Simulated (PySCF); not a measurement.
Compound: C5H11NO2Si.
Cartesian coordinates in Å at the PBE0-D3(BJ)/def2-SVP level; atoms count from 1:
```
atom  x, y, z in Å
O1     4.4294    0.2085   -0.2845
C2     3.6971    1.0061   -0.8054
O3     2.3760    0.9690   -0.7368
Si4    1.6213   -0.3083    0.1632
N5    -0.0738   -0.1253    0.0907
C6    -0.9423   -0.5861   -0.9744
C7    -2.2709   -0.8788   -0.2625
C8    -2.2450    0.0170    0.9945
C9    -0.8828    0.7277    0.9399
H10    4.0496    1.8712   -1.4078
H11    1.9971   -1.5841   -0.4956
H12    2.0611   -0.1616    1.5735
H13   -0.5179   -1.4646   -1.4844
H14   -1.0852    0.2015   -1.7416
H15   -2.3186   -1.9392    0.0248
H16   -3.1340   -0.6781   -0.9136
H17   -2.3219   -0.5948    1.9049
H18   -3.0738    0.7393    1.0182
H19   -0.9981    1.7371    0.4968
H20   -0.4185    0.8585    1.9296
```

Computed with PySCF, delta-SCF UKS SCAN, pcX-2 on the ionised atom, pcseg-1 elsewhere, spin-free X2C. Vertical ΔSCF values, vacuum level as zero.

Some binding energies are withheld.

```
atom(s)        bonded to     level  binding energy (eV)
  C6/C9     N, C and 2 H      C 1s               291.52
  C7/C8      2 C and 2 H      C 1s               290.67
     N5       2 C and Si      N 1s               404.40
     O1  C (double bond)      O 1s               537.91
     O3         C and Si      O 1s                    ?
    Si4     O, N and 2 H     Si 1s                    ?
    Si4     O, N and 2 H  Si 2p3/2                    ?
```

Fill in Si 1s for Si4.

1847.48 eV (oxygen-bound silicon).

What is the Si 2p3/2 binding energy of Si4?

107.49 eV (oxygen-bound silicon), with 2p1/2 at 108.12 eV.

What is the O 1s binding energy of O3?

538.79 eV (oxygen singly bound to a carbonyl carbon). The other listed O 1s value is that of O1; the shift against it is +0.88 eV.

Lowest listed C 1s: C7/C8, bonded to 2 C and 2 H. Highest, 0.85 eV above it: C6/C9, bonded to N, C and 2 H. Summing the Pauling electronegativity differences to the bonded atoms, each weighted by its formal bond order, gives -0.70 for the lowest site and -0.21 for the highest.

What is the longest wavelength that can ionise O 1s of O1 vertically?

λ = hc/E = 12398.42 eV Å / 537.91 eV = 23.049 Å.

The first atom of each set that the bonding makes equivalent was ionised and stands for the set. The list is incomplete; no value stands for C 1s of C2. The 2p values add to the ΔSCF energy of one spin-free hole a correction within the shell (spin–orbit coupling, ligand field). 2p1/2 minus 2p3/2 (ligand field included): Si 0.63 eV. The structure is a single PBE0-D3(BJ)/def2-SVP conformer in the gas phase; no vibrational or solvent corrections.
